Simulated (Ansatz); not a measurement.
Isolated molecules relaxed with PBE0-D4/def2-TZVP in Ansatz; ΔE leaves out vibrations. CCSD(T)/CBS adds triple-zeta CCSD(T) − MP2 to the extrapolated MP2 energy (def2 sets, frozen cores). This one scheme is used for every species. Functionals use def2-TZVPP. def2 core potentials past Kr. For Zr outer-core shells are correlated without core-valence functions, which leaves a few kJ/mol of doubt a bond. One conformer a species, not always the lowest.

Consider the ligand exchange at a Zr–O bond: `C[NH][Zr]([OH])([NH]C)[NH]C` + dimethylamine → `C[NH][Zr]([NH]C)([NH]C)[N](C)C` + H₂O.

CCSD(T)/CBS gives +61.7 kJ/mol.

**Question.** Another level gave +88.6 kJ/mol. Which?
A. HF/def2-TZVPP
B. ωB97M-V/def2-TZVPP
C. BHLYP/def2-TZVPP
D. LDA (SPW92)/def2-TZVPP

**Answer.** C. BHLYP 88.6, LDA (SPW92) 64.3, HF/def2-TZVPP 98.5, ωB97M-V 72.2 kJ/mol.

Largest T1 diagnostic among the species: 0.016.

In def2-TZVPP, CCSD(T) changes the Hartree–Fock value by −39.3 kJ/mol (the triples alone add −6.8 kJ/mol) and MP2 by −42.9 kJ/mol. The D4 term adds −17.9 kJ/mol with B3LYP and −11.3 kJ/mol with PBE0; it sums over pairs of atoms, weighted by their polarisabilities, and B3LYP, whose exchange is more repulsive, gets the larger term.

CCSD(T)/CBS has its own doubt, a few kJ/mol and more with outer-core shells, so smaller differences from it don't rank the levels.

B3LYP here is the variant with VWN-RPA as its local correlation; programs differ in this.
